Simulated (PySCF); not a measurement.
CH6O2SSi, SMILES C[Si](O)(O)S (CAM-B3LYP/def2-SVP optimised geometry):

```
11

C      1.094    -0.484     0.000
Si    -0.759    -0.484     0.000
O     -1.214    -1.230    -1.397
O     -1.444     1.024     0.000
S     -1.551    -1.443     1.763
H      1.466     0.057    -0.884
H      1.496     0.002     0.901
H      1.488    -1.510    -0.043
H     -2.159    -1.298    -1.571
H     -1.496     1.510     0.829
H     -0.670    -2.465     1.747
```

Computed with CAM-B3LYP/def2-TZVP (PySCF).

Q: What are the frontier orbital energies and the dipole moment?

A: HOMO-2 -10.97 eV, HOMO-1 -9.81 eV, HOMO -8.81 eV, LUMO 1.08 eV, LUMO+1 2.03 eV; dipole moment 0.93 D.

On the same geometry PBE/def2-TZVP (PySCF) gives HOMO-2 -7.80 eV, HOMO-1 -7.07 eV, HOMO -6.17 eV, LUMO -0.66 eV, LUMO+1 0.14 eV; dipole moment 0.84 D.

Meta-Löwdin charges at CAM-B3LYP/def2-TZVP: C1 -0.63, Si2 1.29, O3 -0.75, O4 -0.76, S5 -0.36, H6 0.14, H7 0.13, H8 0.13, H9 0.36, H10 0.36, H11 0.10.
